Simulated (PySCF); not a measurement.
[Dy(BH4)2]+ at several levels of theory

Computed with PySCF 2.14.0 (density fitting, no spin-orbit coupling) at the geometry relaxed with PBE0:

```xyz
11
[Dy(BH4)2]+ (singlet in the valence; each metal's 4f electrons, 9 of them, lie in its core potential, out of spins and levels; a saddle point, relaxed within its symmetry)
Dy    0.0000    0.0000    0.0000
B     0.0000    0.0000    2.4050
H     0.0000    0.0000    3.6014
H     1.1544    0.0180    1.8777
H    -0.5927    0.9907    1.8777
H    -0.5616   -1.0087    1.8777
B     0.0000    0.0000   -2.4050
H     0.0000    0.0000   -3.6014
H     1.1544   -0.0180   -1.8777
H    -0.5927   -0.9907   -1.8777
H    -0.5616    1.0087   -1.8777
```

```csv
level,basis,state,HOMO (eV),gap (eV),charge on Dy1 (e),population of f-type functions on Dy1 (polarisation alone where 4f lies in the core),dipole about the centre of mass (D),largest force component (eV/Å)
PBE0,"Dy lcecp-1-SVP with ECP55, B def2-SVP, H def2-SVP",singlet,-13.95,5.62,1.11,0.05,0.00,0.01
PBE0,"Dy lcecp-1-TZVP with ECP55, B def2-TZVP, H def2-TZVP",singlet,-13.97,5.68,1.26,0.05,0.00,0.34
```

In the lcecp rows the 4f levels are missing from HOMO and gap, and the state counts the valence alone.

Charges are Mulliken's, which hang on the basis. The relaxation used the grid (50, 194), these runs (75, 302) or, all-electron (x2c bases, spin-free X2C Hamiltonian), (99, 590).

Problem. Order these levels, in the first row's basis, by the HOMO–LUMO gap they give here, smallest first.
A. CAM-B3LYP
B. PBE
C. BP86
D. wB97X

Solution. B (3.35 eV), C (3.51 eV), A (7.88 eV), D (10.20 eV).

Problem. And their other results?

Solution. 
```csv
level,state,HOMO (eV),gap (eV),charge on Dy1 (e),population of f-type functions on Dy1 (polarisation alone where 4f lies in the core),dipole about the centre of mass (D),largest force component (eV/Å)
wB97X,singlet,-16.45,10.20,1.19,0.05,0.00,0.08
CAM-B3LYP,singlet,-15.39,7.88,1.05,0.05,0.00,0.16
PBE,singlet,-12.51,3.35,0.89,0.04,0.00,0.19
BP86,singlet,-12.61,3.51,0.94,0.04,0.00,0.18
```

In the first row's basis the gap widens with exact exchange: 3.4 to 3.5 eV for PBE, BP86 (none); 5.6 eV for PBE0 (a fixed share); 7.9 to 10.2 eV for CAM-B3LYP, wB97X (rising or full at long range).

An lcecp potential fixes the number of 4f electrons, so in runs with it no electron can move into or out of that shell.
